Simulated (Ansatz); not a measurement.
Stepwise reaction of `O[SiH2]O` with water, as a gas-phase model of exchange steps in deposition or etching. ΔE in kJ/mol; ΔG adds harmonic PBE0-D4 terms to CCSD(T)/CBS, at 1 bar.

Isolated molecules relaxed with PBE0-D4/def2-TZVP in Ansatz; ΔE leaves out vibrations. CBS: MP2 limit from def2 TZ/QZ plus the TZ coupled-cluster correction, frozen cores. This one scheme is used for every species. DFT in def2-TZVPP. B3LYP here is the variant with VWN-RPA as its local correlation; programs differ in this. Each species was taken in one conformer, which may not be the lowest.

```tsv
step	reaction	PBE-D4	B3LYP-D4	ωB97M-V	CCSD(T)/CBS	ΔG(600 K)
1	`O[SiH2]O` + H₂O → `O[SiH](O)O` + H₂	-94.9	-101.3	-102.7	-99.7	-99.9
```

Task: Give the row of step 2, `O[SiH](O)O` + H₂O → `O[Si](O)(O)O` + H₂. (Best estimate.)

Result: Computed: 
| step | reaction | PBE-D4 | B3LYP-D4 | ωB97M-V | CCSD(T)/CBS | ΔG(600 K) |
| --- | --- | --- | --- | --- | --- | --- |
| 2 | `O[SiH](O)O` + H₂O → `O[Si](O)(O)O` + H₂ | -93.4 | -100.6 | -102.1 | -98.7 | -86.9 |

Task: By hand: ΔE of the 2 steps together at CCSD(T)/CBS.

Result: (-99.7) + (-98.7) = -198.4 kJ/mol, or -99.2 kJ/mol a step.

In ΔE the steps differ by no more than 1.0 kJ/mol. All are downhill at CCSD(T)/CBS. ΔG lies between -99.9 and -86.9 kJ/mol a step. PBE-D4 differs from CCSD(T)/CBS by 4.8 to 5.3 kJ/mol a step. Isolated molecules leave out the surface, adducts and barriers. Largest T1 diagnostic: 0.011.
